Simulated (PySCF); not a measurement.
**`CC[Si](Br)(Br)CC`, C₄H₁₀Br₂Si**

Geometry (Å), atoms numbered from 1 in this order:
```xyz
17

Si   -0.2769   -0.0189   -0.1954
C    -0.3819   -0.0239    1.6981
C    -1.8147    0.0917    2.2071
H     0.2115    0.8000    2.0982
H     0.0635   -0.9445    2.0799
H    -1.8340    0.0705    3.2943
H    -2.2711    1.0242    1.8792
H    -2.4243   -0.7336    1.8428
C     1.4765   -0.0378   -0.9178
C     1.4851   -0.0315   -2.4426
H     2.0070   -0.9210   -0.5575
H     2.0278    0.8295   -0.5504
H     2.5061   -0.0408   -2.8176
H     0.9725   -0.9069   -2.8378
H     0.9915    0.8578   -2.8307
Br   -1.3474    1.7819   -0.9784
Br   -1.3913   -1.7967   -0.9714
```

The calculation used GIAO revPBE/def2-SVP magnetisability, rotational g tensor and spin-rotation constants, non-relativistic, gas phase in PySCF 2.14.0. Geometry: GFN2-xTB.

The calculation is non-relativistic, which matters for the atoms heavier than Zn.

Give the nuclear spin-rotation constants along the inertial axes (H = +C I·J) beside the isotropic shieldings.

Rotational constants 0.9688, 0.7176, 0.6009 GHz. A star marks the isotopologue with that one atom substituted, in its own axes.
```
atom  isotope  Caa (kHz)  Cbb (kHz)  Ccc (kHz)  mean (kHz)  σ (ppm)
  H4       1H     -0.038     -0.080     -0.034      -0.051     30.7
  H5       1H     -0.022     -0.079     -0.045      -0.049     30.7
  H6       1H     -0.109     -0.011     -0.043      -0.054     30.7
  H7       1H     -0.016     -0.074     -0.046      -0.045     30.5
  H8       1H     -0.035     -0.074     -0.035      -0.048     30.5
 H11       1H     -0.029     -0.080     -0.040      -0.050     30.7
 H12       1H     -0.030     -0.080     -0.040      -0.050     30.7
 H13       1H     -0.109     -0.012     -0.043      -0.054     30.7
 H14       1H     -0.025     -0.074     -0.041      -0.047     30.5
 H15       1H     -0.026     -0.074     -0.040      -0.047     30.5
Br16     79Br      0.310      1.006      0.536       0.617   2550.8
Br17     79Br      0.304      1.017      0.542       0.621   2546.6
 Si1    29Si*     -0.644     -0.477     -0.409      -0.510    318.5
  C2     13C*      0.123      0.101      0.085       0.103    171.2
  C3     13C*      0.114      0.087      0.070       0.090    182.8
```
For the geometry as given, no vibrational averaging.
